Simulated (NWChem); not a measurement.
Program: NWChem. System: CCl, charge 0, spin multiplicity 2, at a geometry optimised with UPBE0/def2-SVP. The structure started from a generated list of species. Its SCF solution wasn't tested for a lower state. Level: UHF/def2-TZVP.

NWChem printed:

```
             Northwest Computational Chemistry Package (NWChem) 7.3.0
             --------------------------------------------------------

                                NWChem Input Module
                                -------------------

 Scaling coordinates for geometry "geometry" by  1.889725989
 (inverse scale =  0.529177249)

 Turning off AUTOSYM since
 SYMMETRY directive was detected!

                             Geometry "geometry" -> ""
                             -------------------------

 Output coordinates in angstroms (scale by  1.889725989 to convert to a.u.)

  No.       Tag          Charge          X              Y              Z
 ---- ---------------- ---------- -------------- -------------- --------------
    1 C                    6.0000     0.00000000     0.00000000     1.22611400
    2 Cl                  17.0000     0.00000000     0.00000000    -0.43274600

 Effective nuclear repulsion energy (a.u.)      32.5380558926

            Nuclear Dipole moment (a.u.)
            ----------------------------
        X                 Y               Z
 ---------------- ---------------- ----------------
     0.0000000000     0.0000000000     0.0000037795

      Symmetry information
      --------------------

 Group name             C2v
 Group number             16
 Group order               4
 No. of unique centers     2

      Symmetry unique atoms

     1    2


 Summary of "ao basis" -> "" (spherical)
 ------------------------------------------------------------------------------
       Tag                 Description            Shells   Functions and Types
 ---------------- ------------------------------  ------  ---------------------
 *                         def2-tzvp                  on all atoms

 Summary of "ao basis" -> "ao basis" (spherical)
 ------------------------------------------------------------------------------
       Tag                 Description            Shells   Functions and Types
 ---------------- ------------------------------  ------  ---------------------
 C                         def2-tzvp                11       31   5s3p2d1f
 Cl                        def2-tzvp                13       37   5s5p2d1f

                                 NWChem SCF Module
                                 -----------------

  ao basis        = "ao basis"
  functions       =    68
  atoms           =     2
  alpha electrons =    12
  beta  electrons =    11
  charge          =   0.00
  wavefunction    = UHF
  use symmetry    = T
  symmetry adapt  = T

 Summary of "ao basis" -> "ao basis" (spherical)
 ------------------------------------------------------------------------------
       Tag                 Description            Shells   Functions and Types
 ---------------- ------------------------------  ------  ---------------------
 C                         def2-tzvp                11       31   5s3p2d1f
 Cl                        def2-tzvp                13       37   5s5p2d1f

      Symmetry analysis of basis
      --------------------------

        a1         30
        a2          6
        b1         16
        b2         16

 Forming initial guess at       0.0s

   Symmetry analysis of molecular orbitals - initial alpha
   -------------------------------------------------------

  Numbering of irreducible representations:

     1 a1          2 a2          3 b1          4 b2

  Orbital symmetries:

     1 a1          2 a1          3 a1          4 a1          5 b1
     6 b2          7 a1          8 a1          9 b2         10 b1
    11 a1         12 b2         13 b1         14 a1         15 a1
    16 a1         17 b2         18 b1         19 a1         20 b2
    21 b1         22 a2

   Symmetry analysis of molecular orbitals - initial beta
   ------------------------------------------------------

  Numbering of irreducible representations:

     1 a1          2 a2          3 b1          4 b2

  Orbital symmetries:

     1 a1          2 a1          3 a1          4 a1          5 b1
     6 b2          7 a1          8 a1          9 b1         10 b2
    11 a1         12 b1         13 b2         14 a1         15 a1
    16 a1         17 b1         18 b2         19 a1         20 b1
    21 b2         22 a2
[...]
    47     -0.362502  2 Cl py                50     -0.312744  2 Cl py
    13      0.239154  1 C  py                44     -0.171305  2 Cl py

 Vector   13  Occ=0.000000D+00  E= 3.632088D-02  Symmetry=b1
              MO Center=  3.2D-14, -5.5D-16,  9.7D-01, r^2= 2.2D+00
   Bfn.  Coefficient  Atom+Function         Bfn.  Coefficient  Atom+Function
  ----- ------------  ---------------      ----- ------------  ---------------
    12      0.586576  1 C  px                49     -0.364076  2 Cl px
     6      0.335428  1 C  px                 9      0.326545  1 C  px
    46     -0.187212  2 Cl px

 Vector   14  Occ=0.000000D+00  E= 1.946142D-01  Symmetry=a1
              MO Center= -5.6D-15, -1.8D-16,  2.2D-01, r^2= 4.5D+00
   Bfn.  Coefficient  Atom+Function         Bfn.  Coefficient  Atom+Function
  ----- ------------  ---------------      ----- ------------  ---------------
    36      1.448166  2 Cl s                 51      1.246774  2 Cl pz
     4     -1.240010  1 C  s                 14      0.986031  1 C  pz
    11      0.505527  1 C  pz                 5     -0.272056  1 C  s
    48      0.266257  2 Cl pz                 8      0.206764  1 C  pz
    34     -0.154755  2 Cl s

 Vector   15  Occ=0.000000D+00  E= 2.274636D-01  Symmetry=a1
              MO Center= -5.2D-15,  1.4D-15,  3.9D-01, r^2= 4.5D+00
   Bfn.  Coefficient  Atom+Function         Bfn.  Coefficient  Atom+Function
  ----- ------------  ---------------      ----- ------------  ---------------
     5      2.772386  1 C  s                 36     -1.826456  2 Cl s
    14     -1.260762  1 C  pz                 4     -1.130625  1 C  s
    51     -0.839206  2 Cl pz                59     -0.248390  2 Cl d  0
    11     -0.229597  1 C  pz                22      0.212337  1 C  d  0

                     UHF Final Beta Molecular Orbital Analysis
                     -----------------------------------------

 Vector    9  Occ=1.000000D+00  E=-5.305087D-01  Symmetry=b1
              MO Center= -3.7D-15, -2.0D-16, -2.6D-01, r^2= 1.3D+00
   Bfn.  Coefficient  Atom+Function         Bfn.  Coefficient  Atom+Function
  ----- ------------  ---------------      ----- ------------  ---------------
    46      0.531717  2 Cl px                49      0.310064  2 Cl px
    43      0.241228  2 Cl px                37     -0.191858  2 Cl px

 Vector   10  Occ=1.000000D+00  E=-5.155845D-01  Symmetry=b2
              MO Center=  2.5D-16, -3.0D-15, -3.0D-01, r^2= 1.2D+00
   Bfn.  Coefficient  Atom+Function         Bfn.  Coefficient  Atom+Function
  ----- ------------  ---------------      ----- ------------  ---------------
    47      0.537824  2 Cl py                50      0.320909  2 Cl py
    44      0.245845  2 Cl py                38     -0.194604  2 Cl py

 Vector   11  Occ=1.000000D+00  E=-4.692658D-01  Symmetry=a1
              MO Center=  4.5D-15,  4.7D-15,  1.1D+00, r^2= 1.7D+00
   Bfn.  Coefficient  Atom+Function         Bfn.  Coefficient  Atom+Function
  ----- ------------  ---------------      ----- ------------  ---------------
     4      0.346418  1 C  s                 48     -0.311365  2 Cl pz
     5      0.301063  1 C  s                  8      0.274745  1 C  pz
     3      0.236739  1 C  s                 11      0.236544  1 C  pz
    51     -0.189408  2 Cl pz

 Vector   12  Occ=0.000000D+00  E= 5.628003D-02  Symmetry=b1
              MO Center=  4.0D-15, -1.8D-16,  1.0D+00, r^2= 2.3D+00
   Bfn.  Coefficient  Atom+Function         Bfn.  Coefficient  Atom+Function
  ----- ------------  ---------------      ----- ------------  ---------------
    12      0.643913  1 C  px                49     -0.365685  2 Cl px
     6      0.320610  1 C  px                 9      0.293707  1 C  px
    46     -0.171323  2 Cl px

 Vector   13  Occ=0.000000D+00  E= 1.032714D-01  Symmetry=b2
              MO Center= -1.6D-17, -6.7D-15,  1.1D+00, r^2= 2.5D+00
   Bfn.  Coefficient  Atom+Function         Bfn.  Coefficient  Atom+Function
  ----- ------------  ---------------      ----- ------------  ---------------
    13      0.748068  1 C  py                50     -0.378575  2 Cl py
     7      0.297862  1 C  py                10      0.223990  1 C  py

 Vector   14  Occ=0.000000D+00  E= 2.107164D-01  Symmetry=a1
              MO Center=  2.0D-16, -1.5D-16,  5.8D-02, r^2= 4.9D+00
   Bfn.  Coefficient  Atom+Function         Bfn.  Coefficient  Atom+Function
  ----- ------------  ---------------      ----- ------------  ---------------
    36      1.862247  2 Cl s                 51      1.444696  2 Cl pz
    14      1.265472  1 C  pz                 4     -1.061010  1 C  s
     5     -0.861065  1 C  s                 11      0.533602  1 C  pz
    48      0.240792  2 Cl pz                22     -0.194482  1 C  d  0
     8      0.179390  1 C  pz                34     -0.174013  2 Cl s

 center of mass
 --------------
 x =   0.00000000 y =   0.00000000 z =  -0.01686842

 moments of inertia (a.u.)
 ------------------
          87.795005656258           0.000000000000           0.000000000000
           0.000000000000          87.795005656258           0.000000000000
           0.000000000000           0.000000000000           0.000000000000

  Mulliken analysis of the total density
  --------------------------------------

    Atom       Charge   Shell Charges
 -----------   ------   -------------------------------------------------------
    1 C    6     6.03   0.86  1.11  0.65  0.95  0.31  0.84  0.98  0.24  0.01  0.06  0.01
    2 Cl  17    16.97   2.01  0.45  1.52  1.10  0.81  4.18  1.69  1.07  2.79  1.26  0.02  0.05  0.01

  Mulliken analysis of the alpha density
  --------------------------------------

    Atom       Charge   Shell Charges
 -----------   ------   -------------------------------------------------------
    1 C    6     3.51   0.43  0.56  0.34  0.49  0.14  0.62  0.70  0.18  0.01  0.03  0.00
    2 Cl  17     8.49   1.01  0.22  0.76  0.55  0.40  2.09  0.84  0.54  1.40  0.62  0.01  0.03  0.00

   Mulliken analysis of the beta density
   -------------------------------------

    Atom       Charge   Shell Charges
 -----------   ------   -------------------------------------------------------
    1 C    6     2.53   0.43  0.56  0.30  0.46  0.17  0.22  0.27  0.07  0.01  0.03  0.00
    2 Cl  17     8.47   1.01  0.22  0.76  0.55  0.41  2.09  0.85  0.53  1.39  0.64  0.01  0.02  0.00

   Mulliken analysis of the spin density
   -------------------------------------

    Atom       Charge   Shell Charges
 -----------   ------   -------------------------------------------------------
    1 C    6     0.98   0.00 -0.00  0.04  0.03 -0.04  0.40  0.43  0.11  0.00  0.00 -0.00
    2 Cl  17     0.02   0.00  0.00 -0.00  0.00 -0.01  0.00 -0.00  0.01  0.01 -0.02  0.01  0.02  0.00

       Multipole analysis of the density wrt the origin
       ------------------------------------------------

     L   x y z        total         alpha         beta         nuclear
     -   - - -        -----         -----         ----         -------
     0   0 0 0     -0.000000    -12.000000    -11.000000     23.000000

     1   1 0 0      0.000000      0.000000     -0.000000      0.000000
     1   0 1 0      0.000000      0.000000     -0.000000      0.000000
     1   0 0 1     -0.431992     -1.180478      0.748482      0.000004

     2   2 0 0    -12.916775     -6.703438     -6.213337      0.000000
     2   1 1 0      0.000000      0.000000      0.000000      0.000000
     2   1 0 1     -0.000000     -0.000000     -0.000000      0.000000
     2   0 2 0    -14.215494     -8.135226     -6.080268      0.000000
     2   0 1 1     -0.000000      0.000000     -0.000000      0.000000
     2   0 0 2    -15.126328    -32.086067    -26.620487     43.580226

 Task  times  cpu:        0.8s     wall:        0.8s

 Total times  cpu:        0.8s     wall:        0.8s
```

**Question.** Write an NWChem input that would produce this output.

**Answer.** This is not unique; one that fits is 
```
start mol
memory heap 200 mb stack 900 mb global 1100 mb
geometry units angstroms nocenter noautoz
  C      0.000000     0.000000     1.226114
  Cl     0.000000     0.000000    -0.432746
  symmetry group C2v
end
basis spherical
  * library def2-tzvp
end
scf
  uhf
  nopen 1
  maxiter 100
  thresh 1e-7
  semidirect memsize 60000000 filesize 0
  # guess.movecs holds the orbitals of an unrestricted PBE0 run
  vectors input guess.movecs output mol.movecs
end
task scf energy
```
